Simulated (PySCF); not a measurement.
# Exact mass, isotope pattern and composition

Species: `[C]([SnH3])#N`.

Calculated from isotope tables alone.

Question: Molar mass and exact mass?

Answer: For CH3NSn, with standard atomic weights, 1 × 14.007 + 1 × 12.011 + 1 × 118.710 + 3 × 1.008 = 147.752 g/mol. From the most abundant isotopes (14N, 12C, 120Sn, 1H), 1 × 14.003074 + 1 × 12.000000 + 1 × 119.902195 + 3 × 1.007825 = 148.9287 u.

Question: What cluster does the molecular ion M+• show when like nominal masses merge?

Answer: 
| nominal mass | m/z (centroid) | relative intensity |
| --- | --- | --- |
| 141 | 140.9308 | 3.0 |
| 143 | 142.9288 | 2.0 |
| 144 | 143.9294 | 1.1 |
| 145 | 144.9277 | 44.5 |
| 146 | 145.9290 | 24.1 |
| 147 | 146.9276 | 74.4 |
| 148 | 147.9293 | 27.4 |
| 149 | 148.9282 | 100.0 |
| 150 | 149.9300 | 1.5 |
| 151 | 150.9294 | 14.2 |
| 152 | 151.9313 | 0.2 |
| 153 | 152.9313 | 17.7 |
| 154 | 153.9331 | 0.3 |

Cut off at 0.1 %. One electron mass, 0.00055 u, is taken off. Abundances used (%; other tables differ somewhat): 14N 99.632, 15N 0.368; 12C 98.93, 13C 1.07; 112Sn 0.97, 114Sn 0.66, 115Sn 0.34, 116Sn 14.54, 117Sn 7.68, 118Sn 24.22, 119Sn 8.59, 120Sn 32.58, 122Sn 4.63, 124Sn 5.79; 1H 99.9885, 2H 0.0115.

Question: Which m/z would the protonated, sodiated and deprotonated molecule have?

Answer: [M+H]+ 149.9360, [M+Na]+ 171.9180, [M−H]− 147.9215, for the monoisotopic species (arithmetic only; whether such ions form is another matter).

Question: Resolve the fine structure: one atom at a time replaced by a minor isotope.

Answer: Intensity in % of the monoisotopic species:

```csv
isotope,mass shift (u),m/z,intensity (%)
112Sn,-7.99738,140.9308,2.98
114Sn,-5.99942,142.9288,2.03
115Sn,-4.99885,143.9293,1.04
116Sn,-4.00045,144.9277,44.63
117Sn,-2.99924,145.9290,23.57
118Sn,-2.00059,146.9276,74.34
119Sn,-0.99889,147.9293,26.37
15N,+0.99703,149.9252,0.37
13C,+1.00335,149.9316,1.08
2H,+1.00628,149.9345,0.03
122Sn,+2.00124,150.9294,14.21
124Sn,+4.00308,152.9313,17.77
```

Species under 0.02 % are left out.

Question: Count the protons, neutrons and electrons of the monoisotopic species, and give its exact less its nominal mass.

Answer: 66 protons, 83 neutrons and 66 electrons; 148.9287 − 149 = -0.0713 u.

Question: What resolving power m/Δm just matches the spacing of the species with one 15N and with one 13C?

Answer: They lie 0.00632 u apart at mass 149.93, so m/Δm is about 24000.

Question: What is the composition by mass?

Answer: N 9.48 %, C 8.13 %, Sn 80.34 %, H 2.05 %.
